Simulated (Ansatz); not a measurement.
H7Si3 (SMILES [SiH3][SiH][SiH3]) moved off its minimum; all values from Ansatz (an electronic-structure program), cores frozen in correlated methods. Open shells are unrestricted.
(charge 0, multiplicity 2)
```xyz
10

Si     2.09247     0.21035     0.31416
Si     0.00096    -0.08300    -0.72017
Si    -2.06413    -0.11101     0.33824
H      2.26555    -1.06608     1.17615
H      1.90425     1.32935     1.22196
H      3.22155     0.52624    -0.56113
H      0.09951    -1.15930    -1.90524
H     -2.26620    -1.43099     0.86173
H     -3.07593     0.38236    -0.57888
H     -1.84637     1.09495     1.40783
```

```
level                largest force (eV/Å)  on atom  rms difference from CCSD(T)/cc-pV(T+d)Z (eV/Å)  dipole (D)
-------------------  --------------------  -------  ----------------------------------------------  ----------
HF/def2-TZVPP                        3.12      Si3                                           0.127        0.45
PBE/def2-TZVPP                       2.99      Si3                                           0.136        0.40
r2SCAN/def2-TZVPP                    3.04      Si3                                           0.058        0.40
B3LYP/def2-TZVPP                     2.98      Si3                                           0.014        0.40
wB97M-V/def2-TZVPP                   3.02      Si3                                           0.055        0.38
MP2/cc-pV(T+d)Z                      3.06      Si3                                           0.065        0.42
CCSD(T)/cc-pV(T+d)Z                  3.00      Si3                                           0.000        0.41
```

The differences count from one level among others, with limits of its own. Forces at CCSD(T)/cc-pV(T+d)Z (eV/Å):

```tsv
atom	Fx	Fy	Fz
Si1	-0.856	-1.174	0.750
Si2	0.503	-0.926	-1.772
Si3	1.421	2.433	1.023
H4	0.285	0.831	-0.595
H5	0.041	0.431	0.418
H6	0.186	-0.175	-0.274
H7	-0.110	0.985	1.125
H8	-0.509	-0.677	0.534
H9	-0.502	-0.121	-0.316
H10	-0.459	-1.608	-0.894
```
